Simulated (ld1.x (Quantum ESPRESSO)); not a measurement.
# Transferability test, RRKJ potential for Mo (Z = 42)

ld1.x (Quantum ESPRESSO) 7.5 input, shortened:

```
&input
   title='Mo', zed=42., rel=1, dft='PBE', iswitch=3,
   config='[Kr] 4d5 5s0 5p0'
 /
 &inputp
   pseudotype=2, tm=.false., rho0=0.01, lloc=-1, rcloc=1.70,
   nlcc=.true., new_core_ps=.true., rcore=0.70
 /
3
4S  1  0   2.00   0.00  1.30  1.30  0.0
4P  2  1   6.00   0.00  1.85  1.85  0.0
4D  3  2   5.00   0.00  1.40  1.40  0.0
 &test
   configts(1)='4s2 4p6 4d5 5s0 5p0'
 /
```

Energies are relative to the spin-unpolarised reference configuration 4s2 4p6 4d5 5s0 5p0; without spin polarisation the order of configurations can differ from experiment.

Problem. Give the all-electron excitation energy and the error of the potential for: 4s2 4p6 4d5 5s1 5p0; 4s2 4p6 4d4 5s0 5p0; 4s2 4p6 4d3 5s0 5p0; 4s2 4p6 4d4 5s1 5p1; 4s2 4p6 4d5 5s0.5 5p0; 4s2 4p5 4d5 5s1 5p0; 4s2 4p6 4d2 5s0 5p0.

Solution.

```json
{"valence configuration": "4s2 4p6 4d5 5s1 5p0", "charge": "0", "ΔE all-electron (eV)": "-6.890", "error AE − PS (meV)": "-122"}
{"valence configuration": "4s2 4p6 4d4 5s0 5p0", "charge": "+2", "ΔE all-electron (eV)": "15.462", "error AE − PS (meV)": "-0.4"}
{"valence configuration": "4s2 4p6 4d3 5s0 5p0", "charge": "+3", "ΔE all-electron (eV)": "42.206", "error AE − PS (meV)": "-1.6"}
{"valence configuration": "4s2 4p6 4d4 5s1 5p1", "charge": "0", "ΔE all-electron (eV)": "-3.150", "error AE − PS (meV)": "-192"}
{"valence configuration": "4s2 4p6 4d5 5s0.5 5p0", "charge": "+0.5", "ΔE all-electron (eV)": "-4.163", "error AE − PS (meV)": "-70"}
{"valence configuration": "4s2 4p5 4d5 5s1 5p0", "charge": "+1", "ΔE all-electron (eV)": "37.077", "error AE − PS (meV)": "-270"}
{"valence configuration": "4s2 4p6 4d2 5s0 5p0", "charge": "+4", "ΔE all-electron (eV)": "81.710", "error AE − PS (meV)": "+3.3"}
```
